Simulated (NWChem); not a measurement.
PbI2, singlet; SMILES [I][Pb][I]

Program: NWChem. Low-valent species are run as closed-shell singlets; no triplet was tried in these runs. Structure relaxed at the PBE0/def2-SVP level. No frequency run checked for a minimum. def2 effective core potentials on I, Pb; no spin-orbit coupling. Ions are spin-unrestricted doublets at the neutral geometry; other ion states weren't tried.

Problem. Predict the results for PBE/def2-SVP. Quantities: vertical ionisation energy, ΔSCF (eV); −ε(HOMO) (eV).

Solution. 
| Item | Result |
|---|---|
| vertical ionisation energy, ΔSCF (eV) | 8.72 |
| −ε(HOMO) (eV) | 6.10 |
